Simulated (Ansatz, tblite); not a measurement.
Spin states of the cluster Au₄⁻, each relaxed with PBE0-D4/def2-SVPD in Ansatz. Electronic energies in the gas phase.

In the def2 sets Au takes a core potential; there is no spin–orbit coupling. The xTB rows come from tblite. Correlated methods freeze no core orbitals; core or outer-core shells of Au are correlated, in sets that lack core-valence functions. The structure comes from a short search, and lower isomers may exist.

Doublet geometry:

```xyz
4

Au   -1.139    0.270   -0.625
Au    2.914   -1.331    2.223
Au   -2.896    1.348   -2.232
Au    1.120   -0.287    0.634
```

Quartet geometry (Td within 0.1 Å):

```xyz
4

Au   -1.165   -1.220   -0.337
Au    1.452   -0.342   -0.860
Au    0.323    0.031    1.691
Au   -0.610    1.531   -0.494
```

⟨S²⟩: doublet 0.77 at PBE0-D4/def2-TZVPD (pure 0.75), quartet 3.77 at PBE0-D4/def2-TZVPD (pure 3.75).

Run but left out: MP2/def2-TZVPD (doublet: ⟨S²⟩ 1.00, where a pure state has 0.75).

Only these spin states were relaxed. Higher spins weren't run and may lie lower. The quartet has other bonds than the doublet, so the gap mixes isomer and spin.

```csv
level,quartet − doublet (kJ/mol),lowest of these,remarks
GFN1-xTB,83.0,doublet,–
PBE-D4/def2-TZVPD,102.1,doublet,–
PBE0-D4/def2-TZVPD,89.8,doublet,–
ωB97X-V/def2-TZVPD,87.8,doublet,–
B2PLYP/def2-TZVPD,105.3,doublet,–
PBE-QIDH/def2-TZVPD,71.7,doublet,spin-contaminated (⟨S²⟩ 0.85) (doublet)
```

Question: Estimate the rows for GFN2-xTB, HF/def2-TZVPD, r2SCAN-D4/def2-TZVPD, BHLYP-D4/def2-TZVPD, CAM-B3LYP-D4/def2-TZVPD, RPA@PBE/def2-TZVPD.

Answer: 
```csv
level,quartet − doublet (kJ/mol),lowest of these,remarks
GFN2-xTB,346.5,doublet,–
HF/def2-TZVPD,76.7,doublet,spin-contaminated (⟨S²⟩ 1.00) (doublet)
r2SCAN-D4/def2-TZVPD,80.2,doublet,–
BHLYP-D4/def2-TZVPD,90.3,doublet,–
CAM-B3LYP-D4/def2-TZVPD,101.2,doublet,–
RPA@PBE/def2-TZVPD,91.2,doublet,–
```

The xTB methods have no spin-polarisation term.
